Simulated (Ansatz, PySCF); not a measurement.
This PySCF input computes a CCSD(T)/cc-pVDZ energy:

```python
from pyscf import gto, scf, mp, cc as ccmod

mol = gto.M(
    atom='''
    B     0.77817726   -0.09474492   -0.01515003
    N    -0.52344474    0.06373063    0.01019074
    H     1.93787378   -0.23594071   -0.03772771
    H    -0.97808876    0.97067254    0.12878220
    H    -1.18655813   -0.70712167   -0.08663953
    ''',
    basis='cc-pvdz',
    charge=1,
    spin=0,
    verbose=4,
)

mf = scf.RHF(mol)
mf.conv_tol = 1e-10
mf.max_cycle = 100
mf.kernel()
mp2 = mp.MP2(mf, frozen=2).run()
cc = ccmod.CCSD(mf, frozen=2)
cc.max_cycle = 100
cc.kernel()
et = cc.ccsd_t()
print(f'E(CCSD(T)) = {cc.e_tot + et:.9f}')
```

**Question.** Write an input for the same energy in Ansatz (a quantum-chemistry and plane-wave program) and say what it gives.

**Answer.** 
Ansatz 0.2 input:
```yaml
crystal:
  periodic: [false, false, false]
  atoms:
    - {symbol: B, position_ang: [0.77817726, -0.09474492, -0.01515003]}
    - {symbol: N, position_ang: [-0.52344474, 0.06373063, 0.01019074]}
    - {symbol: H, position_ang: [1.93787378, -0.23594071, -0.03772771]}
    - {symbol: H, position_ang: [-0.97808876, 0.97067254, 0.12878220]}
    - {symbol: H, position_ang: [-1.18655813, -0.70712167, -0.08663953]}
basis:
  gaussian:
    orbitals: cc-pVDZ
total_charge: 1
magnetization: {spin_polarized: false}
correlation: {method: ccsd_t, electrons: outside_noble_gas}
```
It gives -80.88198 Eh, and PySCF -80.88197 Eh, a difference of 0.01 mEh.
